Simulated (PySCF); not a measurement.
C4H7FO, SMILES C[C@@]1(F)CCO1.

The structure is a stationary point at r2SCAN-D4/def2-SVP. The structure was generated by enumeration; whether it is a known compound was not checked.

Two levels are set side by side: TDA-PBE/def2-SVPD (PySCF) and TDA-M06-2X/def2-SVPD (PySCF). Vertical, same geometry. The lowest singlet is HOMO→LUMO 100 % with PBE and HOMO→LUMO 64 %, HOMO→LUMO+2 20 % with the other functional; states are paired by order. Differences are taken from unrounded values.

| quantity | TDA-M06-2X | TDA-PBE | TDA-PBE minus TDA-M06-2X |
|---|---|---|---|
| lowest singlet excitation (eV) | 8.09 | 6.56 | -1.53 |
| lowest triplet excitation (TDA) (eV) | 7.83 | 6.49 | -1.33 |

Functionals without exact exchange tend to place singlet excitations lower, as here. Differences between two approximate levels are no errors against the true value.

Rough cost on one machine, each run with all the roots and properties that it gave: TDA-M06-2X against TDA-PBE about 10 times.
